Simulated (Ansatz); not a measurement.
`[O]=[Ta]([OH])([OH])[OH]` and `[O]=[Ta]([OH])([OH])[F]` differ in one atom or group.

Ansatz, PBE0-D4/def2-TZVP geometries, multiplicity 1. Each molecule was computed in one conformer, which needn't be the lowest.

Elements past krypton have def2 core potentials.

```csv
property,`[O]=[Ta]([OH])([OH])[OH]`
HOMO–LUMO gap (PBE/def2-TZVPP) / eV,5.64
LUMO energy (PBE0/def2-TZVPP) / eV,-0.60
LUMO energy (PBE/def2-TZVPP) / eV,-1.32
zero-point energy (PBE0-D4/def2-TZVP) / kJ/mol,106.4
HOMO energy (B3LYP/def2-TZVPP) / eV,-8.27
HOMO–LUMO gap (ωB97M-V/def2-TZVPP) / eV,11.60
```

(1) Give the same properties after the change, and the shifts. (An estimate is asked.)

Results:

(1) Computed: 
| property | `[O]=[Ta]([OH])([OH])[F]` | shift |
| --- | --- | --- |
| HOMO–LUMO gap (PBE/def2-TZVPP) / eV | 6.49 | 0.85 |
| LUMO energy (PBE0/def2-TZVPP) / eV | -0.53 | 0.07 |
| LUMO energy (PBE/def2-TZVPP) / eV | -1.42 | -0.10 |
| zero-point energy (PBE0-D4/def2-TZVP) / kJ/mol | 83.1 | -23.3 |
| HOMO energy (B3LYP/def2-TZVPP) / eV | -9.26 | -0.99 |
| HOMO–LUMO gap (ωB97M-V/def2-TZVPP) / eV | 12.73 | 1.13 |

With PBE0 the HOMO falls by 0.99 eV and the LUMO rises by 0.07 eV, so the gap widens by about 1.06 eV. PBE moves the HOMO by -0.94 eV and ωB97M-V by -1.00 eV. The zero-point energy changes by -23.3 kJ/mol with -3 modes.

B3LYP here is the variant with VWN-RPA as its local correlation; programs differ in this.
